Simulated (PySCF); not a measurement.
# From computed data to an observable: chemical shift, span and skew from a shielding tensor

C2H6OSi, SMILES C=C[SiH2]O. Atoms are numbered in the order given.

```xyz
10

Si     0.5626    -0.1796    -0.6928
O      1.0658    -1.0744     0.6274
C     -0.9313     0.8473    -0.2336
C     -1.5408     0.6996     0.9488
H      0.2388    -1.1633    -1.7596
H      1.6495     0.7256    -1.1803
H      1.4711    -0.5831     1.3488
H     -1.3279     1.5917    -0.9382
H     -1.1838    -0.0351     1.6809
H     -2.4174     1.2921     1.2378
```

The structure is a stationary point at ωB97X-D3(BJ)/def2-SVP. Other conformers were not sampled.

GIAO shieldings from PySCF with B3LYP/pcSseg-1, non-relativistic, no solvent. The symmetric part of the tensor of C3 has the principal values -85.4, 29.2, 160.3 ppm. The same nucleus in TMS has σ = 181.3 ppm at this level (PySCF, at its B3LYP-D3(BJ)/def2-TZVP geometry).

### Question
Work out the isotropic shielding, the ¹³C shift against TMS, the span and the skew.

### Answer

σ(iso) = (σ11 + σ22 + σ33)/3 = 34.7 ppm. δ = σ(ref) − σ(iso) = 181.3 − (34.7) = 146.6 ppm.
Span Ω = σ33 − σ11 = 245.7 ppm. Skew κ = 3(σ(iso) − σ22)/Ω = 0.07. Tumbling in solution averages the tensor to δ; in a static solid the shielding alone would spread this spin-1/2 line over Ω.
